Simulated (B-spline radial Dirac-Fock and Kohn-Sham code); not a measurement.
**Dipole and non-dipole photoemission parameters of Co 3d5/2**

System: atomic cobalt in the configuration 1s2 2s2 2p6 3s2 3p6 3d7 4s2; threshold 12.88 eV (orbital energy of the model). The computed values come from a B-spline atomic structure program: Dirac-Hartree-Slater photoionisation with a Latter tail; cross sections with all multipoles, angular parameters from the dipole term and its interference with E2.

For linearly polarised light dσ/dΩ = σ/(4π) [1 + β P₂(cos θ) + (δ + γ cos²θ) sin θ cos φ], with θ from the polarisation vector and φ the angle between the beam and the projection of the electron momentum on the plane normal to the polarisation.

```
hν (eV)    σ (kb)      β      γ      δ
    113      2820  0.830  0.020  0.017
    133      2170  0.924  0.027  0.019
    181      1190  1.069  0.049  0.022
    223       747  1.143  0.072  0.025
    235       659  1.159  0.078  0.026
    260       512  1.184  0.093  0.028
    300       354  1.210  0.117  0.030
    600      46.8  1.192  0.290  0.049
    663      34.1  1.172  0.321  0.053
    722      25.9  1.151  0.348  0.056
    773      20.7  1.133  0.370  0.060
    859      14.6  1.102  0.404  0.065
    907      12.1  1.084  0.422  0.068
   1210      4.48  0.982  0.514  0.088
 1486.9      2.15  0.903  0.578  0.106
   2000     0.719  0.790  0.666  0.140
   3580         ?      ?      ?      ?
   4290    0.0357  0.529  0.880  0.274
   4570    0.0275  0.510  0.895  0.289
   5170    0.0164  0.473  0.920  0.320
 5414.7    0.0135  0.460  0.929  0.332
   5640    0.0114  0.448  0.936  0.343
   5810    0.0101  0.440  0.941  0.351
   7170   0.00410  0.384  0.970  0.414
   7210   0.00400  0.383  0.971  0.416
 8047.8   0.00249  0.357  0.981  0.452
   8080   0.00245  0.356  0.982  0.453
 9251.7   0.00136  0.326  0.990  0.501
  12000  0.000432  0.279  1.001  0.603
  13500  0.000256  0.260  1.006  0.654
```

Question: Give the values at 3580 eV.

Answer: σ = 0.0746 kb, β = 0.586, γ = 0.834, δ = 0.235.
